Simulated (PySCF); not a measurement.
Radial density of Ti (titanium, neutral)

UHF, [Ar] 3d2 4s2, high-spin 3F determinant. Computed with PySCF 2.14 in def2-TZVP, with no relativity, point nucleus.

| r (bohr) | 4πr²ρ (e/bohr) | 4πr²(ρα − ρβ) |
| --- | --- | --- |
| 0.000985 | 0.08310 | 0.0000 |
| 0.00166 | 0.2289 | 0.0000 |
| 0.00279 | 0.6149 | 0.0000 |
| 0.00469 | 1.602 | 0.0000 |
| 0.00788 | 3.936 | 0.0001 |
| 0.0133 | 8.806 | 0.0003 |
| 0.0223 | 16.78 | 0.0005 |
| 0.0375 | 24.67 | 0.0005 |
| 0.0631 | 24.66 | -0.0002 |
| 0.106 | 19.42 | 0.0005 |
| 0.178 | 25.49 | 0.0239 |
| 0.300 | 23.87 | 0.1634 |
| 0.505 | 8.521 | 0.6476 |
| 0.849 | 10.30 | 1.2613 |
| 1.43 | 5.087 | 1.0547 |
| 2.40 | 1.087 | 0.3681 |
| 4.04 | 0.5246 | 0.0289 |
| 6.80 | 0.07273 | -0.0121 |
| 11.4 | 0.0005680 | -0.0001 |

(1) Where is the radial spin density 4πr²(ρα − ρβ) most negative, and why is it negative at all?

Results:

(1) Around r = 6.80 bohr, down to -0.0121 e/bohr: exchange with the open shell polarises the paired shells in an unrestricted calculation.
